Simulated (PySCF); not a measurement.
PBE on Pt⁻ (platinum, charge -1), [Xe] 4f14 5d9 6s2, 2D determinant. All numbers are calculated (PySCF 2.14, a scalar-relativistic core potential, in def2-QZVPPD with the def2 core potential (60 electrons) (7s5p4d4f2g, 88 functions)).

```
cycle= 1 E= -119.373495518214  delta_E= -0.0189  |g|= 0.0938  |ddm|= 0.605
cycle= 2 E= -119.365999259598  delta_E= 0.0075  |g|= 0.164  |ddm|= 0.229
cycle= 3 E= -119.376574627825  delta_E= -0.0106  |g|= 0.00975  |ddm|= 0.182
cycle= 4 E= -119.376612390911  delta_E= -3.78e-05  |g|= 0.00018  |ddm|= 0.0137
cycle= 5 E= -119.376612411764  delta_E= -2.09e-08  |g|= 1.68e-05  |ddm|= 0.000389
cycle= 6 E= -119.376612412023  delta_E= -2.59e-10  |g|= 7.87e-06  |ddm|= 8.05e-05
converged SCF energy = -119.376612412023  <S^2> = 0.75281397  2S+1 = 2.002812
```

Highest occupied orbital energy: 1.406 eV; ⟨L²⟩ = 6.02; populations by l: s 4.00, p 6.00, d 9.00, f 0.00.

Can this result be used?

With care. Self-consistency was reached. Energies and moments cover only the electrons outside the core potential. Spin-orbit coupling, absent here, splits the open shell strongly. At PBE the highest occupied level has a positive energy, so only the finite basis holds that electron; in a semilocal or global hybrid functional this comes from self-interaction and does not mean that the real anion is unbound.
